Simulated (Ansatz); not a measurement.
```
atom    x (Å)    y (Å)    z (Å)
   C   0.0000   0.0000   0.0000
   C   0.0000   0.0000   1.5200
   O   0.0000   1.3600  -0.4419
   H  -0.8818  -0.5183  -0.3766
   H   0.8818  -0.5183  -0.3766
   H   0.0000  -1.0275   1.8839
   H   0.8898   0.5137   1.8839
   H  -0.8898   0.5137   1.8839
   H   0.0000   1.3853  -1.4066
```

Basis set: 6-31G* (spherical functions). Left uncorrelated: 3 orbitals. Charge 0, multiplicity 1.

Computed with Ansatz (development build ahead of 0.2.0); each method stands on the lowest determinant of its kind that the runs found. Restricted open shells among the atoms or ions are ROHF, correlated in semicanonical orbitals with singles.

Problem. Give the atomization energy at this shape (free ground-state atoms in the same class of orbitals less the molecule, no zero-point energy) of singlet C₂H₆O by RHF-MP2, RHF.

Solution.

| method | atomization energy |
| --- | --- |
| RHF-MP2 | 32.14 eV |
| RHF | 25.90 eV |
